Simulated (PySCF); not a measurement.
**How methods differ on the ionisation energy of K⁴⁺**

K⁴⁺ [Ne] 3s2 3p3 (4S) → K⁵⁺ [Ne] 3s2 3p2 (3P), as a difference of total energies. Calculation: PySCF 2.14, in an uncontracted even-tempered set (20 s from 0.13 bohr⁻², ratio 2.5; 13 p from 0.17 bohr⁻², ratio 2.5; 5 d from 1.5 bohr⁻², ratio 2.7; 5 f from 2.3 bohr⁻², ratio 2.7); scalar relativity by spin-free X2C-1e. Correlated levels: outer shells: 1s2 frozen; virtual orbitals above 40 to 60 times the deepest correlated orbital energy dropped. The calculations carry no spin-orbit coupling.

```tsv
method	ionisation energy (eV)
UHF	81.256
LDA	81.987
PBE	81.907
PBE0	82.006
r2SCAN	82.237
MN15	82.226
B97-3	81.790
MP2 (outer shells)	81.830
SCS-MP2 (outer shells)	81.639
```

Q: How much does correlation contribute at MP2 (outer shells)?

A: 81.830 − (81.256) = 0.574 eV, measured against UHF.

A first-order spin-orbit estimate (lowest level to lowest level, LS coupling) adds -0.223 eV.

For comparison: 82.66 ± 0.16 eV (semi-empirical (NIST evaluation); NIST Atomic Spectra Database, ionization energies).
